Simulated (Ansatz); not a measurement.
Basis-set series for `CCB(N)F`. The species carries charge 0 and has multiplicity 1. Geometry: relaxed with PBE0-D4/def2-TZVP. It is one conformer, not always the lowest.

```
functional       basis  functions  energy (Eh)  HOMO (eV)  LUMO (eV)
   PBE0-D4  def2-TZVPP        253   -259.81173      -8.27       0.80
   PBE0-D4  def2-QZVPP        495   -259.82635      -8.31       0.49
   ωB97M-V  def2-TZVPP        253   -259.99438     -10.68       2.08
   ωB97M-V  def2-QZVPP        495   -260.00825     -10.71       1.58
```

Question: Give the rows for def2-SVP. (Estimate.)

Answer: Ansatz gave: 
```
functional     basis  functions  energy (Eh)  HOMO (eV)  LUMO (eV)
   PBE0-D4  def2-SVP        105   -259.51176      -8.09       1.54
   ωB97M-V  def2-SVP        105   -259.68314     -10.49       3.27
```

Positive LUMOs are unbound and depend on the basis.
